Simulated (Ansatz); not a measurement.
Reactions of FH3S3Si (`F[Si](S)(S)S`).

Isolated molecules relaxed with PBE0-D4/def2-TZVP in Ansatz; ΔE leaves out vibrations. CCSD(T)/CBS is the MP2 limit (def2-TZVPP, def2-QZVPP) plus CCSD(T) − MP2 in def2-TZVPP, frozen cores. This one scheme is used for every species, atoms too. Open shells (•) are unrestricted, without spin–orbit coupling. Spin–orbit coupling would lower the free atoms: a little for F, S, Si. Each species was taken in one conformer, which may not be the lowest.

(1) Order these by ΔE at CCSD(T)/CBS, lowest first. (An estimate is asked.)
A. `F[Si](S)(S)S` + H₂ → `S[SiH](S)S` + H–F
B. `F[Si](S)(S)S` + CH₄ → `C[Si](F)(S)S` + H₂S
C. `F[Si](S)(S)S` + H₂ → `F[SiH](S)S` + H₂S
D. `F[Si](S)(S)S` → F• + 3 H• + 3 S• + Si•
E. `F[Si](S)(S)S` + H–F → `F[Si](F)(S)S` + H₂S
F. `F[Si](S)(S)S` + H₂S → `S[Si](S)(S)S` + H–F
G. `F[Si](S)(S)S` → `SS` + `F[Si]S`

Largest T1 diagnostic: 0.015, for `F[Si]S`.

Results:

(1) E (-19.2 kcal/mol), C (+11.1 kcal/mol), B (+13.6 kcal/mol), F (+17.6 kcal/mol), A (+28.7 kcal/mol), G (+76.3 kcal/mol), D (+637.6 kcal/mol).
